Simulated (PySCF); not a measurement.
## Electron correlation in Tm+ (thulium, charge +1)

[Xe] 4f13 6s1, high-spin 3F determinant. All numbers are calculated (PySCF 2.14, scalar relativity by spin-free X2C-1e, in cc-pVDZ-X2C). Frozen: [Kr] 4d10; 22 electrons correlated.

```csv
level,correlation energy (mhartree)
CCSD,-824.58
(T),-29.80
CCSD(T),-854.38
```

Diagnostics: T1 = 0.017, D1 = 0.0445, largest double amplitude 0.022.

Spin-orbit coupling, absent here, splits the open shell strongly.

Cost of the coupled-cluster step: roughly 50 core-seconds, for 22 correlated electrons.
